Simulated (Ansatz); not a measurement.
Consider the redistribution: `[SiH3]B[SiH2]Cl` + `[CH3][GaH][CH2]F` → `F[CH2][GaH][SiH2]Cl` + `CB[SiH3]`.

Computed with Ansatz on PBE0-D4/def2-TZVP structures; ΔE is electronic, products minus reactants. CBS: MP2 limit from def2 TZ/QZ plus the TZ coupled-cluster correction, frozen cores. Functionals use def2-TZVPP. B3LYP here is the variant with VWN-RPA as its local correlation; programs differ in this. For Ga outer-core shells are correlated without core-valence functions, which leaves a few kJ/mol of doubt a bond. Scalar relativity is left out up to krypton. Each species was taken in one conformer, which may not be the lowest.

```json
{"level": "PBE0-D4", "ΔE (kcal/mol)": "-10.3", "difference from CCSD(T)/CBS": "-1.9"}
{"level": "B3LYP-D4", "ΔE (kcal/mol)": "-10.4", "difference from CCSD(T)/CBS": "-2.0"}
{"level": "r2SCAN", "ΔE (kcal/mol)": "-9.7", "difference from CCSD(T)/CBS": "-1.3"}
{"level": "PBE0", "ΔE (kcal/mol)": "-10.2", "difference from CCSD(T)/CBS": "-1.8"}
{"level": "SCS-MP2/def2-TZVPP", "ΔE (kcal/mol)": "-8.4", "difference from CCSD(T)/CBS": "0.0"}
{"level": "CCSD(T)/def2-TZVPP", "ΔE (kcal/mol)": "-8.4", "difference from CCSD(T)/CBS": "0.0"}
{"level": "MP2/def2-QZVPP", "ΔE (kcal/mol)": "-8.4", "difference from CCSD(T)/CBS": "0.0"}
{"level": "HF/CBS(def2)", "ΔE (kcal/mol)": "-9.4", "difference from CCSD(T)/CBS": "-1.0"}
{"level": "MP2/CBS(def2)", "ΔE (kcal/mol)": "-8.4", "difference from CCSD(T)/CBS": "0.0"}
{"level": "CCSD/CBS(def2)", "ΔE (kcal/mol)": "-8.4", "difference from CCSD(T)/CBS": "0.0"}
{"level": "CCSD(T)/CBS", "ΔE (kcal/mol)": "-8.4", "difference from CCSD(T)/CBS": "0"}
```

Largest T1 diagnostic among the species: 0.012.

In def2-TZVPP, CCSD(T) changes the Hartree–Fock value by +1.1 kcal/mol (the triples alone add +0.1 kcal/mol) and MP2 by +1.1 kcal/mol.
